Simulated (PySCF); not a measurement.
**C2H12GeSi2: core ionisation energies**

Species: Ge(SiH3)2Me2, C2H12GeSi2.
Geometry (PBE0-D3(BJ)/def2-SVP, Å), atoms numbered from 1 in this order:
```xyz
17
C2H12GeSi2 angstrom
Ge    -0.125    0.006   -0.082
Si    -0.123   -0.024    2.306
H     -1.519    0.043    2.844
H      0.645    1.138    2.854
H      0.512   -1.284    2.808
Si     2.133    0.006   -0.853
H      2.897   -1.129   -0.245
H      2.819    1.284   -0.485
H      2.188   -0.142   -2.344
C     -1.045    1.616   -0.733
H     -1.040    1.636   -1.833
H     -0.548    2.525   -0.364
H     -2.089    1.623   -0.387
C     -1.048   -1.592   -0.757
H     -2.089   -1.610   -0.402
H     -0.545   -2.507   -0.410
H     -1.051   -1.590   -1.857
```

Method used: delta-SCF UKS SCAN, pcX-2 on the ionised atom, pcseg-1 elsewhere, spin-free X2C (PySCF 2.14.0). Each binding energy is the total energy of the core-ionised species, with the hole localised on one atom, minus that of the ground state; both are solved self-consistently, so orbital relaxation is included.

**Question.** Give the core binding energies atom by atom.

**Answer.** 
```json
{"atom(s)": "Si2/Si6", "environment": "silicon bonded to Ge and 3 H", "level": "Si 2p3/2", "binding energy (eV)": "106.20", "2p1/2 (eV)": "106.82", "count": "2"}
{"atom(s)": "C10/C14", "environment": "carbon bonded to Ge and 3 H", "level": "C 1s", "binding energy (eV)": "290.02", "2p1/2 (eV)": "–", "count": "2"}
{"atom(s)": "Si2/Si6", "environment": "silicon bonded to Ge and 3 H", "level": "Si 1s", "binding energy (eV)": "1845.89", "2p1/2 (eV)": "–", "count": "2"}
```

**Question.** Which effective nuclear charge Zeff reproduces each element's mean 1s value in the hydrogen-like formula E = 13.606 eV × Zeff²?

**Answer.** C (Z = 6): mean 290.0 eV, Zeff = 4.62, Z − Zeff = 1.38; Si (Z = 14): mean 1845.9 eV, Zeff = 11.65, Z − Zeff = 2.35. Means run over the listed sites, weighted by atom count.

**Question.** What is the longest wavelength that can ionise C 1s of C10/C14 vertically?

**Answer.** λ = hc/E = 12398.42 eV Å / 290.02 eV = 42.750 Å.

Topologically equivalent atoms share the value of their first member; where this conformer doesn't relate them by symmetry, their own values could differ. For 2p shells one spin-free hole was relaxed; a mean-field spin–orbit operator and the ground-state splitting of the three 2p orbitals were then diagonalised within the shell. The shell's mean is (2 × 2p3/2 + 2p1/2)/3, and the degeneracies 2j + 1 give areas of 2:1. 2p1/2 minus 2p3/2 (ligand field included): Si 0.62 eV. No level of germanium is listed. Isolated species at its PBE0-D3(BJ)/def2-SVP geometry, gas phase.
